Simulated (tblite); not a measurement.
C₇H₁₃P.
Numbering: `[CH2:1]=[C:2]([CH3:3])[P:4]1[CH2:5][CH2:6][C@@H:7]1[CH3:8]` (hydrogens: H9, H10 on C1; H11, H12, H13 on C3; H14, H15 on C5; H16, H17 on C6; H18 on C7; H19, H20, H21 on C8)

Computed with GFN2-xTB (tblite), gas phase: L-BFGS steps from a force-field or distance-geometry start until the largest atomic force falls under 0.01 eV/Å.

Geometry at step 7:
```
atom  x, y, z in Å
C1      2.3119    1.0889    0.7240
C2      1.6535    0.1426    0.0638
C3      2.2554   -1.2120   -0.1650
P4      0.0558    0.6166   -0.7386
C5     -0.8575   -1.0156   -0.6890
C6     -1.2181   -0.8270    0.7873
C7     -1.0322    0.7017    0.8164
C8     -2.3369    1.4694    0.6605
H9      3.2856    0.9196    1.1612
H10     1.9014    2.0767    0.8575
H11     3.2862   -1.2330    0.1890
H12     1.7024   -1.9827    0.3696
H13     2.2464   -1.4652   -1.2242
H14    -0.3227   -1.9180   -0.9750
H15    -1.7459   -0.9347   -1.3130
H16    -0.4733   -1.3031    1.4229
H17    -2.2089   -1.1882    1.0840
H18    -0.4987    1.0796    1.6920
H19    -2.9420    1.3592    1.5616
H20    -2.9255    1.1133   -0.1821
H21    -2.1458    2.5288    0.5137
```

Task: What forces act on the atoms?

Result: 
```
atom  Fx (eV/Å)  Fy (eV/Å)  Fz (eV/Å)
  C1      0.001      0.024      0.011
  C2      0.040      0.060      0.048
  C3     -0.019      0.010     -0.007
  P4      0.038      0.063     -0.100
  C5     -0.142     -0.058      0.060
  C6      0.072     -0.034      0.045
  C7     -0.066     -0.087      0.091
  C8      0.031      0.024     -0.011
  H9     -0.065     -0.015     -0.014
 H10     -0.037      0.008      0.007
 H11     -0.049      0.031     -0.027
 H12     -0.046     -0.012      0.002
 H13     -0.032      0.022     -0.027
 H14      0.045     -0.017      0.063
 H15     -0.051      0.010     -0.122
 H16     -0.006     -0.058      0.091
 H17      0.092      0.086     -0.064
 H18      0.021     -0.038      0.035
 H19      0.040     -0.033     -0.012
 H20      0.084     -0.059     -0.045
 H21      0.049      0.075     -0.025
```

The largest, 0.16 eV/Å, acts on C5; the rms over all components is 0.053 eV/Å. The forces sum to zero within rounding, as they must for an isolated molecule in no field.

Task: Give the force on C5 in Eh/bohr and in nN.

Result: 0.165 eV/Å ÷ 51.422 = 0.00320 Eh/bohr, and 0.165 eV/Å × 1.602 = 0.26 nN.

Task: How far is this geometry from the end of the optimisation?

Result: 0.037 eV above it, and 0.236 Å rms away after alignment. The bonds farthest from their final lengths, with half the difference of the two atoms' forces along the bond (positive lengthens):

| bond | now (Å) | final (Å) | force along bond (eV/Å) |
| --- | --- | --- | --- |
| C2–P4 | 1.850 | 1.839 | +0.03 |
| P4–C5 | 1.871 | 1.880 | +0.10 |
| P4–C7 | 1.900 | 1.896 | +0.10 |
| C6–H17 | 1.096 | 1.092 | -0.04 |
| C7–C8 | 1.522 | 1.519 | -0.01 |
| C5–H15 | 1.089 | 1.091 | +0.02 |

The angle farthest from its final value is C3–C2–P4, 120.8° against 117.1°.
